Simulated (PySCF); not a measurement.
## SeCl₃⁻: breathing scan

Level of theory: PySCF, PBE0, basis Se def2-SVPD, Cl def2-SVPD (no relativity, density fitting).

Rigid scan from the singlet minimum (Se–Cl 2.216 Å, Se–Cl 2.453 Å (×2); Cl–Se–Cl 94.3° (×2), Cl–Se–Cl 171.3°). Coordinate: all bonds to the central atom scaled together. Energies in kJ/mol from the minimum.

```csv
scale of all bonds to the centre,E (kJ/mol),"dipole size (D, about the centre of mass)"
0.88,184.6,0.80
0.92,71.2,0.69
0.96,15.5,0.56
1.00,0.0,0.43
1.04,11.9,0.31
1.08,42.2,0.18
1.14,107.9,0.00
1.22,212.0,0.23
1.35,379.4,0.61
```

At long bonds a restricted determinant can lie too high, and another spin state can fall below this curve.
